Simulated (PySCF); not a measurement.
I: ionisation energy

I [Kr] 4d10 5s2 5p5 (2P) → I⁺ [Kr] 4d10 5s2 5p4 (3P), as a difference of total energies. Computed with PySCF 2.14 in aug-cc-pVQZ-PP with one added diffuse shell each of s, p, d, f, g type with ECP28MDF (8s8p6d4f3g, 117 functions), with a scalar-relativistic core potential. Correlated levels: valence: 4s2 4p6 4d10 frozen. The calculations carry no spin-orbit coupling.

```json
{"method": "UHF", "ionisation energy (eV)": "9.537"}
{"method": "LDA", "ionisation energy (eV)": "10.789"}
{"method": "PBE", "ionisation energy (eV)": "10.501"}
{"method": "PBE0", "ionisation energy (eV)": "10.524"}
{"method": "r2SCAN", "ionisation energy (eV)": "10.530"}
{"method": "wB97X-V", "ionisation energy (eV)": "10.613"}
{"method": "B3LYP", "ionisation energy (eV)": "10.627"}
{"method": "revPBE", "ionisation energy (eV)": "10.421"}
{"method": "MP2 (valence)", "ionisation energy (eV)": "10.390"}
{"method": "SCS-MP2 (valence)", "ionisation energy (eV)": "10.410"}
```

Task: How much does correlation contribute at MP2 (valence)?

Result: 10.390 − (9.537) = 0.853 eV, measured against UHF.

Errors of the correlated levels include the incompleteness of this basis and the frozen core.

For comparison: 10.519 eV (measured; NIST levels, between the centres of gravity of the two terms).
